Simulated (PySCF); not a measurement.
C3H12O2Si3.
Atom-mapped SMILES: `[SiH3:1][O:2][SiH2:3][O:4][SiH2:5][CH:6]1[CH2:7][CH2:8]1`

Definitions: NICS(0) = −σiso at the ring centroid; NICS(1) = −σiso and NICS(1)zz = −σzz at ±1 Å along the ring normal z. Level: GIAO CAM-B3LYP/pcSseg-1 (PySCF, non-relativistic, gas phase) on the PBE0-D3(BJ)/def2-SVP geometry, one conformer.

Ring bond lengths (Å): C6–C7 1.511, C7–C8 1.490, C8–C6 1.513.

Problem. What do the NICS probes read (ppm)?

Solution. 
| ring | type | NICS(0) | NICS(1), two faces | NICS(1)zz, two faces | rms pucker (Å) | centre to ring atoms, mean (Å) |
| --- | --- | --- | --- | --- | --- | --- |
| C6–C7–C8 | 3-membered carbocycle; formal bonds all single | -44.0 | -8.1 / -9.1 | -22.9 / -23.3 | 0.00 | 0.87 |

Problem. What can be read from them?

Solution. 
- C6–C7–C8: mean NICS(1)zz -23.1 ppm, shielded. C6, C7, C8 have four or more neighbours, and the NICS criterion for π rings isn't applied. NICS(0) lies 35 ppm below the mean NICS(1).

Problem. What is the mean of the two in-plane components of NICS at the first NICS(1) probe listed for ring C6–C7–C8, 1 Å off the ring?

Solution. The isotropic value is a third of the trace: (3 × -8.1 − (-22.9))/2 = -0.7 ppm.

Problem. How do the values depend on the level or the medium?

Solution. 
```csv
level,"NICS(0), C6–C7–C8","mean NICS(1)zz, C6–C7–C8"
"CAM-B3LYP/pcSseg-1, gas",-44.0,-23.1
"PBE0/pcSseg-1, gas",-44.4,-23.2
"PBE0/pcSseg-1, IEF-PCM chloroform",-44.6,-23.3
"PBE0/pcSseg-1, IEF-PCM cyclohexane",-44.5,-23.3
```

The geometry is the same throughout; the continuum's cavity takes Bondi-type radii × 1.2.

On an Intel Xeon Platinum 8488C with one thread, no GPU, shared host with 96 logical CPUs at a one-minute load of 25, this took 53 s and 1.2 GiB of memory at its peak. This is the whole shielding run at CAM-B3LYP/pcSseg-1, SCF included.

The values belong to the conformer `[SiH3:1][O:2][SiH2:3][O:4][SiH2:5][CH:6]1[CH2:7][CH2:8]1`: Si1–O2–Si3–O4 -6°, O2–Si3–O4–Si5 54°, Si3–O4–Si5–C6 -31°, O4–Si5–C6–C7 -87°.
